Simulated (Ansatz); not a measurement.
Basis-set series for `C[N](C)[Sc]([Cl])[Cl]`. Total charge 0; spin multiplicity 1. The geometry is a stationary point of PBE0-D4/def2-TZVP. It is one conformer, not always the lowest.

Z-matrix (Å, degrees):
```
C
Sc 1 2.993
N 1 1.446 2 32.6
H 1 1.099 2 123.9 3 -76.2
H 1 1.093 2 78.4 3 180.0
H 1 1.099 2 123.9 3 76.2
Cl 2 2.312 1 140.3 3 0.4
Cl 2 2.312 1 92.9 3 -179.7
C 2 2.994 1 47.4 3 0.0
H 9 1.093 2 78.4 1 180.0
H 9 1.099 2 123.9 1 -76.2
H 9 1.099 2 123.9 1 76.2
```

```csv
functional,basis,functions,energy (Eh),HOMO (eV),LUMO (eV)
PBE0-D4,def2-SVP,139,-1814.75659,-6.89,-2.14
PBE0-D4,def2-QZVPP,584,-1815.36712,-7.00,-2.26
ωB97M-V,def2-SVP,139,-1815.23860,-9.14,-0.44
ωB97M-V,def2-QZVPP,584,-1815.85026,-9.27,-0.65
```

Q: Give the rows for def2-TZVPP. (An estimate is asked.)

A: Ansatz gave: 
```tsv
functional	basis	functions	energy (Eh)	HOMO (eV)	LUMO (eV)
PBE0-D4	def2-TZVPP	325	-1815.31784	-6.99	-2.26
ωB97M-V	def2-TZVPP	325	-1815.80363	-9.26	-0.62
```

Scalar relativity is left out up to krypton.
